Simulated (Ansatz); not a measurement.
Compare A (`NBOCN`) with its isomer B (`NCB(N)O`).

Gas-phase electronic energies from Ansatz, PBE0-D4/def2-TZVP geometries. CCSD(T)/CBS adds triple-zeta CCSD(T) − MP2 to the extrapolated MP2 energy (def2 sets, frozen cores). Functionals use def2-TZVPP. B3LYP here is the variant with VWN-RPA as its local correlation; programs differ in this. One conformer a species, not always the lowest.

A:

Z-matrix (Å, degrees):
```
C
N 1 1.439
O 1 1.405 2 110.4
H 1 1.096 2 107.7 3 120.9
H 1 1.097 2 114.2 3 -118.6
H 2 1.012 1 111.7 3 77.2
H 2 1.011 1 111.4 3 -161.1
B 3 1.369 1 119.2 2 79.2
N 8 1.398 3 118.7 1 -172.7
H 8 1.201 3 121.1 1 9.3
H 9 1.003 8 122.6 3 -177.9
H 9 1.006 8 122.7 3 2.5
```

B:

```xyz
12

N     1.045   -1.210    0.774
C     0.697    0.179    0.446
B    -0.559    0.188   -0.531
N    -1.345    1.330   -0.749
O    -0.850   -0.973   -1.191
H     0.421   -1.572    1.485
H     1.983   -1.285    1.142
H     1.539    0.609   -0.111
H     0.562    0.824    1.326
H    -1.189    2.204   -0.283
H    -2.108    1.338   -1.404
H    -0.197   -1.630   -0.904
```

**Question.** Which isomer does CCSD(T)/CBS put lower? Give the gap. (Best estimate.)

**Answer.** Computed: B, by 17.1 kcal/mol.

**Question.** Give E(B) − E(A) in kcal/mol with B2PLYP, r2SCAN-D4, CCSD/def2-TZVPP, B3LYP, ωB97M-V, HF/def2-TZVPP, MP2/def2-TZVPP. (Best estimate.)

**Answer.** Computed: B2PLYP -15.7, r2SCAN-D4 -16.7, CCSD/def2-TZVPP -16.3, B3LYP -15.0, ωB97M-V -16.7, HF/def2-TZVPP -12.5, MP2/def2-TZVPP -17.5. None reverses the order clearly.

Largest T1 diagnostic: 0.012.

In def2-TZVPP, CCSD(T) changes the Hartree–Fock value by −4.1 kcal/mol (the triples alone add −0.2 kcal/mol) and MP2 by −5.1 kcal/mol.
